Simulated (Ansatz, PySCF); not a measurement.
Species: dichloro(dimethoxy)silane, C2H6Cl2O2Si, charge 0, multiplicity 1. 
Coordinates optimised at B3LYP-D3(BJ)/def2-TZVP (Ansatz, an electronic-structure program):
SMILES: CO[Si](Cl)(Cl)OC
```xyz
13

Si    -0.0245     0.0871     0.0283
Cl    -0.2691     1.6874    -1.2171
Cl    -0.3797     0.6242     1.9665
O      1.5128    -0.3843    -0.1644
C      2.1556    -1.4043     0.5978
O     -1.1040    -1.0723    -0.3078
C     -1.2947    -1.6627    -1.5921
H      2.2342    -1.1087     1.6457
H      1.6083    -2.3475     0.5319
H      3.1541    -1.5394     0.1864
H     -1.6641    -0.9222    -2.3041
H     -2.0331    -2.4546    -1.4813
H     -0.3630    -2.0895    -1.9704
```

Property: atomisation energy (electronic, to ground-state atoms), in eV. Valence correlation only, unless marked. UHF or UKS for open shells. Spin-orbit coupling is left out. No relativistic terms. The coupled-cluster limit lacks core correlation, which all-electron functionals hold. CBS marks a two-point X^-3 extrapolation of the correlation energy; Hartree-Fock from the larger set. The bracket is a focal-point correction in the basis named.

| level | program | atomisation energy (eV) |
|---|---|---|
| HF-D4/def2-TZVPD | PySCF + dftd4 | … |
| B3LYP-D3(BJ)/def2-TZVPD | Ansatz + dftd3 | 51.99 |
| B3LYP-D4/def2-TZVPD | Ansatz + dftd4 | 51.97 |
| BHLYP/def2-TZVPD | Ansatz | … |
| r2SCANh-D4/def2-TZVPD | Ansatz + dftd4 | 52.11 |
| CAM-B3LYP/def2-TZVPD | Ansatz | 51.97 |
| RI-MP2/CBS(cc-pV(T+d)Z,cc-pV(Q+d)Z)+[CCSD(T)-MP2]/cc-pV(T+d)Z | Ansatz | 52.47 |

### Question
Fill in the missing entries.

### Answer

- HF-D4/def2-TZVPD, atomisation energy (eV): 39.39
- BHLYP/def2-TZVPD, atomisation energy (eV): 50.02
